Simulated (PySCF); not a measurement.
C6H8O3.
Geometry (GFN2-xTB, Å), atoms numbered from 1 in this order:
```
atom  x, y, z in Å
C1    -2.8919   -0.2805    0.0168
O2    -1.5247   -0.3488    0.3267
C3    -0.7377    0.5187   -0.4617
C4     0.6882    0.3727   -0.0554
C5     1.5308    1.3026    0.3878
O6     2.7793    0.8131    0.6789
C7     2.7934   -0.5262    0.4421
O8     3.7603   -1.2060    0.6123
C9     1.4182   -0.9340   -0.0548
H10   -3.3945   -0.9812    0.6797
H11   -3.2881    0.7289    0.1827
H12   -3.0791   -0.5643   -1.0266
H13   -0.8517    0.2561   -1.5281
H14   -1.0615    1.5626   -0.3303
H15    1.4044    2.3574    0.5405
H16    1.4860   -1.3981   -1.0398
H17    0.9618   -1.6608    0.6192
```

The closed-shell SCF was solved with PySCF and density fitting under several settings on one GFN2-xTB geometry (grid level 2 and gas phase unless stated).

```
                            settings  basis functions  SCF cycles     E (Eh)  HOMO (eV)  LUMO (eV)  dipole (D)
                       PBE0/pcSseg-1              193          16  -458.5331      -7.20      -0.53        5.24
                      PBE0/def2-SVPD              253          15  -458.2756      -7.26      -0.67        5.21
HCTH407/pcSseg-1, level shift 0.1 Eh              193          13  -458.9716      -6.14      -1.66        4.82
```

**Question.** Estimate the row for these settings: PW91/pcSseg-1, start guess sap.

**Answer.** 
```csv
settings,basis functions,SCF cycles,E (Eh),HOMO (eV),LUMO (eV),dipole (D)
"PW91/pcSseg-1, start guess sap",193,20,-458.8971,-6.05,-1.63,4.88
```

**Question.** Over all rows, what range does the HOMO–LUMO gap span?

**Answer.** From 4.42 eV (PW91/pcSseg-1, start guess sap) to 6.67 eV (PBE0/pcSseg-1). The functional of the narrowest has no exact exchange, that of the widest 25 % exact exchange.

**Question.** And the dipole moment?

**Answer.** From 4.82 D (HCTH407/pcSseg-1, level shift 0.1 Eh) to 5.24 D (PBE0/pcSseg-1); the largest is 1.09 times the smallest, and the median is 5.04 D.

**Question.** Compare two rows with the functional PBE0: PBE0/pcSseg-1 and PBE0/def2-SVPD. Which energy is lower, and by how much?

**Answer.** PBE0/pcSseg-1 (193 functions) lies 0.2575 Eh or 162 kcal/mol below PBE0/def2-SVPD (253 functions). The smaller set gives the lower energy; the two sets aren't nested, so the variational bound doesn't order them by size.

Cycle counts include a coarse-grid stage where the run had one.

One conformer stands for the species.
